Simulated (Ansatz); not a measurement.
Coupled-cluster diagnostics for the cluster Cs₃I₂, Ansatz.

Geometry of the doublet (PBE-D4/def2-SVP):

```xyz
5

Cs   -3.138    0.802    3.269
Cs    3.027   -1.186   -0.227
Cs   -1.501    0.817   -1.504
I     0.078   -0.306    1.758
I     1.535   -0.128   -3.296
```

In the def2 sets Cs, I take a core potential; there is no spin–orbit coupling. Correlated methods freeze 8 core orbitals; core or outer-core shells of Cs, I are correlated, in sets that lack core-valence functions. Another isomer (doublet) lies 0.06 eV lower at PBE0-D4/def2-TZVP; other spin states weren't run for this one.

(1) Estimate the CCSD(T) correlation energy, the shares of MP2 and (T), T1 and the reference's ⟨S²⟩ for: charge 0, doublet, own geometry in def2-SVP; and the rough time on 4 threads of Arm Neoverse V2 on a shared host.

Results:

(1) 
```
                          state     basis  correlation (eV)  MP2 share (%)  (T) share (%)     T1  ⟨S²⟩ (pure)  wall time
charge 0, doublet, own geometry  def2-SVP           -10.753           91.6            1.8  0.013  0.75 (0.75)    3.3 min
```
Customary marks for T1 are 0.02 (closed shells), 0.045 (open shells) and about 0.05 (3d metals). T1 stays under 0.02 throughout.
